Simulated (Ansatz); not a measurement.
Spectroscopic constants of Mg$_{2}$, multiplicity 3 (not the ground state: that is measured with 2S+1 = 1).

Constants: fifth-degree fit in 1/R to seven points, most abundant isotopes. In def2 and cc sets the state is the lowest found near the PBE0 minimum, followed along R.

Correlated levels freeze the inner cores; with def2 sets outer-core shells near the valence are correlated too.

Run with Ansatz (Gaussian basis) for Hartree–Fock, density functionals and correlated methods. Values without a source in brackets are computed.

Question: What bond length and harmonic frequency does PBE0/def2-TZVPP give?

Answer: r_e = 2.766 Å, ω_e = 271 cm⁻¹.

Question: What bond length and harmonic frequency does CCSD/def2-TZVPP give?

Answer: r_e = 2.775 Å, ω_e = 267 cm⁻¹.

Question: What bond length and harmonic frequency does CCSD(T)/def2-TZVPP give?

Answer: r_e = 2.780 Å, ω_e = 263 cm⁻¹.

Doubts at one or more of the structures used: a spin-contaminated determinant (CCSD/def2-TZVPP, CCSD(T)/def2-TZVPP).

Ansatz is a quantum-chemistry and plane-wave program.
